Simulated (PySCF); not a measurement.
# Polarisability and C₆ of Ca²⁺ (calcium, charge +2)

[Ar], closed-shell 1S. Computed with PySCF 2.14 in x2c-TZVPPall with one added diffuse shell each of s, p, d type (7s6p4d, 45 functions), with scalar relativity by spin-free X2C-1e. Coupled (time-dependent) response in atomic units; α is the mean over directions.

| method | mean α (bohr³) | C₆ (like pair) | S(−4) |
| --- | --- | --- | --- |
| UHF | 3.214 | 10.39 | 1.859 |
| PBE | 3.276 | 10.61 | 1.978 |
| PBE0 | 3.246 | 10.49 | 1.924 |
| BHandHLYP | 3.233 | 10.42 | 1.908 |
| r2SCAN0 | 3.227 | 10.61 | 1.823 |

S(−4) is the Cauchy moment in α(ω) = α(0) + S(−4) ω² + …

α(iu) at BHandHLYP:

```json
{"u (hartree)": "0", "α(iu) (bohr³)": "3.233"}
{"u (hartree)": "0.0500", "α(iu) (bohr³)": "3.228"}
{"u (hartree)": "0.100", "α(iu) (bohr³)": "3.214"}
{"u (hartree)": "0.200", "α(iu) (bohr³)": "3.158"}
{"u (hartree)": "0.300", "α(iu) (bohr³)": "3.070"}
{"u (hartree)": "0.500", "α(iu) (bohr³)": "2.820"}
{"u (hartree)": "0.750", "α(iu) (bohr³)": "2.436"}
{"u (hartree)": "1.00", "α(iu) (bohr³)": "2.050"}
{"u (hartree)": "1.50", "α(iu) (bohr³)": "1.420"}
{"u (hartree)": "2.00", "α(iu) (bohr³)": "0.9991"}
{"u (hartree)": "3.00", "α(iu) (bohr³)": "0.5475"}
{"u (hartree)": "5.00", "α(iu) (bohr³)": "0.2298"}
```

A single London oscillator, α(iu) = α/(1 + u²/ω²), gives C₆ = (3/4) ω α². Matching the computed C₆ needs ω = 4 × 10.42 / (3 × 3.233²) = 1.33 hartree.

For an ion, C₆ is the dispersion term alone; charge-induced terms of lower order in 1/R come first.
